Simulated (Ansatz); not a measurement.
Reactions of `C[Se]C(O)O`.

Program: Ansatz. Geometries: PBE0-D4/def2-TZVP. ΔE: electronic, gas phase. CBS: MP2 limit from def2 TZ/QZ plus the TZ coupled-cluster correction, frozen cores. This one scheme is used for every species, atoms too. DFT in def2-TZVPP. Open shells (•) are unrestricted, without spin–orbit coupling. Spin–orbit coupling would lower the free atoms: a little for C, O; clearly for Se. def2 core potentials past Kr. Bonds to As, I, In, Se are less sure, by a few kJ/mol each and by 10 to 20 or more in all where they break to atoms, as the def2 sets lack core-valence functions. Scalar relativity is left out up to krypton. One conformer a species, not always the lowest.

```
                                                           reaction  CCSD(T)/CBS(def2) (kJ/mol)
                                `C[Se]C(O)O` + H₂ → `C[Se]CO` + H₂O                         -77
                      `C[Se]C(O)O` + arsine → `C[Se][AsH2]` + `OCO`                           ?
         `C[Se]C(O)O` + `C=NC(=N)O` → `C=N/C(O)=N\C` + `OC(O)[SeH]`                           ?
                          `C[Se]C(O)O` + ethane → `CC[Se]C` + `OCO`                           2
`C[Se]C(O)O` + `C[S][In]([F])[F]` → `C[Se][In]([F])[F]` + `CSC(O)O`                           ?
                           `C[Se]C(O)O` + H₂O → `OC(O)O` + `C[SeH]`                          -3
                            `C[Se]C(O)O` + H–F → `C[Se]C(O)F` + H₂O                          10
                            `C[Se]C(O)O` → 2 C• + 6 H• + 2 O• + Se•                        4010
                            `C[Se]C(O)O` + HI → `OC(O)I` + `C[SeH]`                           9
                    `C[Se]C(O)O` → `[CH2]` (triplet) + `OC(O)[SeH]`                         449
```

Q: Fill in the missing values. (Best estimate.)

A: Computed: `C[Se]C(O)O` + arsine → `C[Se][AsH2]` + `OCO`: -68.9 kJ/mol; `C[Se]C(O)O` + `C=NC(=N)O` → `C=N/C(O)=N\C` + `OC(O)[SeH]`: +43.2 kJ/mol; `C[Se]C(O)O` + `C[S][In]([F])[F]` → `C[Se][In]([F])[F]` + `CSC(O)O`: -28.7 kJ/mol.

Largest T1 diagnostic: 0.016, for `C[S][In]([F])[F]`.
